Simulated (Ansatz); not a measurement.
One change: `N=C(N)[SiH2]Cl` becomes `N=C(N)Cl`.

Ansatz, PBE0-D4/def2-TZVP geometries, multiplicity 1. Each molecule was computed in one conformer, which needn't be the lowest.

```tsv
property	`N=C(N)[SiH2]Cl`
LUMO energy (ωB97M-V/def2-TZVPP) / eV	2.01
HOMO energy (B3LYP/def2-TZVPP) / eV	-7.08
LUMO energy (PBE0/def2-TZVPP) / eV	-0.11
HOMO–LUMO gap (PBE/def2-TZVPP) / eV	4.97
size of the dipole moment (ωB97M-V/def2-TZVPP) / D	2.71
HOMO–LUMO gap (B3LYP/def2-TZVPP) / eV	6.75
```

Problem. What does the change do to each property? (An estimate is asked.)

Solution. Computed: 
```
                                          property  `N=C(N)Cl`  shift
             LUMO energy (ωB97M-V/def2-TZVPP) / eV        2.37   0.36
               HOMO energy (B3LYP/def2-TZVPP) / eV       -7.35  -0.27
                LUMO energy (PBE0/def2-TZVPP) / eV        0.52   0.63
               HOMO–LUMO gap (PBE/def2-TZVPP) / eV        5.73   0.76
size of the dipole moment (ωB97M-V/def2-TZVPP) / D        1.87  -0.84
             HOMO–LUMO gap (B3LYP/def2-TZVPP) / eV        7.58   0.83
```

With PBE0 the HOMO falls by 0.27 eV and the LUMO rises by 0.63 eV, so the gap widens by about 0.90 eV. PBE moves the HOMO by -0.21 eV and ωB97M-V by -0.28 eV. Dipoles are sizes alone; their direction can turn.

B3LYP here is the variant with VWN-RPA as its local correlation; programs differ in this.
